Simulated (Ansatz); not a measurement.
Program: Ansatz. Geometries: PBE0-D4/def2-TZVP. ΔE: electronic, gas phase. CBS: MP2 limit from def2 TZ/QZ plus the TZ coupled-cluster correction, frozen cores. This one scheme is used for every species. DFT in def2-TZVPP. B3LYP here is the variant with VWN-RPA as its local correlation; programs differ in this. For Ge outer-core shells are correlated without core-valence functions, which leaves a few kJ/mol of doubt a bond. Scalar relativity is left out up to krypton. One conformer a species, not always the lowest.

Reaction (ligand exchange at a B–C bond): `CB(N)Cl` + `[OH][GeH3]` → `NB(Cl)[O][GeH3]` + CH₄

| level | ΔE (kcal/mol) |
| --- | --- |
| B3LYP-D4 | -27.9 |
| CCSD(T)/def2-SVP | -30.0 |
| SCS-MP2/def2-TZVPP | -27.4 |
| CCSD(T)/def2-TZVPP | -27.2 |

(1) What does CCSD(T)/CBS give? (Estimate.)

Largest T1 diagnostic among the species: 0.012.

Answers

(1) Computed: -26.7 kcal/mol. The listed levels differ from it by -1.2, -3.3, -0.7, -0.5 kcal/mol.

Leaving LDA and LC-ωPBE aside and taking each functional with its dispersion term where it has one, the values, not all of them listed here, spread over 4.0 kcal/mol, from BHLYP-D4 to revPBE-D4. LDA lies −1.3 kcal/mol from PBE without D4. At CCSD(T), def2-SVP lies −3.3 kcal/mol from the extrapolated value and def2-TZVPP −0.5 kcal/mol.
